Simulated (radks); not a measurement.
Effect of the nuclear size on the iron ion Fe21+, [He] 2s2 2p1. All-electron calculation, Dirac Kohn-Sham, exchange-only LDA, spin-unpolarised, spherical densities, finite nucleus; open shells are shared between the two j in proportion to 2j + 1; Fermi nuclear charge, rms radius 3.7377 fm. Program: a radial shooting solver on a logarithmic mesh with Libxc functionals. The rms radius is varied about that value; shifts are against it.

| rms radius (fm) | total energy shift (eV) | density at nucleus (e/bohr^3) | 1s1/2 shift (meV) | 2s1/2 shift (meV) | 2p1/2 shift (meV) | 2p3/2 shift (meV) | 3s1/2 (empty) shift (meV) |
|---|---|---|---|---|---|---|---|
| 3.0649 | -0.0366 | 1.53e+04 | -15.5 | -1.70 | 0.153 | 0.159 | -0.460 |
| 3.3677 | -0.0210 | 1.524e+04 | -8.86 | -0.975 | 0.088 | 0.091 | -0.264 |
| 3.7377 | 0 | 1.517e+04 | 0.000 | 0.000 | 0.000 | 0.000 | 0.000 |
| 4.0554 | 0.0197 | 1.512e+04 | 8.31 | 0.915 | -0.082 | -0.086 | 0.247 |
| 4.2984 | 0.0357 | 1.508e+04 | 15.1 | 1.66 | -0.149 | -0.156 | 0.450 |

Slopes of the eigenvalues against <r^2> in GHz/fm^2, as finite differences over the two radii next to the reference (eigenvalue slopes, not the field-shift constants of lines): 1s1/2 813, 2s1/2 89.5, 2p1/2 -8.05, 2p3/2 -8.38, 3s1/2 (empty) 24.2.
